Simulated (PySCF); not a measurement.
# Pd²⁺ (palladium, charge +2) across methods

[Kr] 4d8, high-spin 3F determinant. All numbers are calculated (PySCF 2.14, the spin-free X2C one-electron Hamiltonian (Gaussian nucleus), in aug-cc-pVTZ-DK (9s8p6d3f2g, 102 functions)).

```csv
method,E (hartree),mean ε 4p β (eV),mean ε 4d α (eV),mean ε 4d β (eV),Σ⟨r²⟩ (bohr²),⟨S²⟩
MN15,-5047.58,-78.892,-30.771,-29.565,30.32,2.001
UHF,-5041.71522,-88.392,-35.109,-33.328,30.02,2.004
r2SCANh,-5044.10,-77.555,-29.112,-27.758,30.17,2.002
PBE0,-5043.78,-78.759,-30.013,-28.659,30.25,2.001
LDA,-5038.70,-75.412,-28.208,-26.938,30.54,2.000
PBE,-5043.70,-75.125,-27.996,-26.762,30.44,2.001
r2SCAN,-5044.11,-76.243,-28.333,-27.017,30.21,2.002
PW91,-5044.50,-75.218,-28.065,-26.848,30.45,2.001
```
